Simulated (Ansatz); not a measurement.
H9NSi3, charge +1, doublet, at a GFN2-xTB geometry (a state made from the parent by changing its charge; the spin is typed, not shown lowest); PBE0/STO-3G in Ansatz (a quantum-chemistry and plane-wave program).

Input for Ansatz:
Ansatz 0.2 input:
```yaml
crystal:
  periodic: [false, false, false]
  atoms:
    - {symbol: Si, position_ang: [0.27110912, 1.68440832, 0.47136613]}
    - {symbol: N, position_ang: [-0.00944047, -0.00368159, -0.00591325]}
    - {symbol: Si, position_ang: [-1.64180238, -0.53915315, -0.45935453]}
    - {symbol: Si, position_ang: [1.34223354, -1.15653572, -0.03014888]}
    - {symbol: H, position_ang: [-1.01450413, 2.36433936, 0.41121065]}
    - {symbol: H, position_ang: [0.85738604, 1.56453262, 1.81003307]}
    - {symbol: H, position_ang: [1.26892506, 2.14419502, -0.50048565]}
    - {symbol: H, position_ang: [-1.99110681, 0.35218201, -1.57048559]}
    - {symbol: H, position_ang: [-1.54843332, -1.95154456, -0.79918500]}
    - {symbol: H, position_ang: [-2.43916738, -0.23163465, 0.73250835]}
    - {symbol: H, position_ang: [0.90430539, -2.20346445, 0.89924723]}
    - {symbol: H, position_ang: [1.34352183, -1.64697891, -1.41209643]}
    - {symbol: H, position_ang: [2.53413955, -0.42529458, 0.37402480]}
basis:
  gaussian:
    orbitals: STO-3G
    fitting: {mean_field: def2-universal-JKFIT}
hamiltonian:
  xc: pbe0
total_charge: 1
magnetization: {spin_polarized: true, initial_magnetization: 1}
```

Task: Predict the main parts of the log of this Ansatz run.

Result: 
```
Functional definition: PBE0
623 factors; integrals over basis functions are off by at most 7.5e-3 eV
mean field evaluation 1: about -24955.7966 eV, gradient 2.4e1 eV
mean field evaluation 2: about -24953.4503 eV, gradient 3.5e1 eV
mean field evaluation 4: about -24960.0761 eV, gradient 1.6e0 eV
mean field evaluation 8: about -24960.0953 eV, gradient 2.9e-2 eV
mean field -24960.09530789 eV, -917.2665840047 hartree, gradient 8.3e-5 eV, S^2 0.754756; 0 other end points of the search recorded, 0 dependent functions left out
reference -24960.09532592 eV, -917.2665846675 hartree; 29, 28 occupied and 12, 13 virtual orbitals, 623 factors
Total energy: -24960.09532592 eV, -917.2665846675 hartree
```
